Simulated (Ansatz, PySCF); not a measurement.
Gas-phase reaction in SMILES: CC#CC -> [CH3] (CH3) + [C]#CC (the C-C bond at the site shown breaks; other sites are not compared here)
Geometries: B3LYP-D3(BJ)/def2-TZVP minima from Ansatz (a quantum-chemistry and plane-wave program). Unstable Hartree-Fock reference: [C]#CC.
Geometry of the first species:
SMILES: CC#CC
```xyz
10

C     -0.0002     0.0011     2.0565
C     -0.0001     0.0003     0.6006
C      0.0001    -0.0003    -0.6006
C      0.0002    -0.0011    -2.0565
H     -0.0090     1.0202     2.4498
H     -0.8782    -0.5156     2.4506
H      0.8864    -0.5005     2.4508
H     -0.0085     1.0175    -2.4509
H      0.8870    -0.5032    -2.4500
H     -0.8777    -0.5183    -2.4502
```

Wanted: bond dissociation energy (0 K, with B3LYP-D3(BJ) harmonic zero-point energies from PySCF), in kcal/mol. Cores are frozen in the correlated levels unless marked. UHF or UKS for open shells. Spin-orbit coupling is left out. No relativistic terms. 

```tsv
level	program	bond dissociation energy (kcal/mol)
RI-HF/cc-pVTZ	Ansatz	90.6
SVWN5/def2-TZVPD	Ansatz	143.5
BLYP-D3(BJ)/def2-TZVPD	Ansatz + dftd3	117.8
PBE0/STO-3G	Ansatz	146.8
r2SCAN0-D4/def2-TZVPD	Ansatz + dftd4	118.8
HSE06-D4/def2-TZVPD	Ansatz + dftd4	125.0
B2GP-PLYP-D4/def2-TZVPD	Ansatz + dftd4	127.4
CCSD/6-31G	Ansatz	107.1
CCSD(T)/6-31G	Ansatz	108.2
```
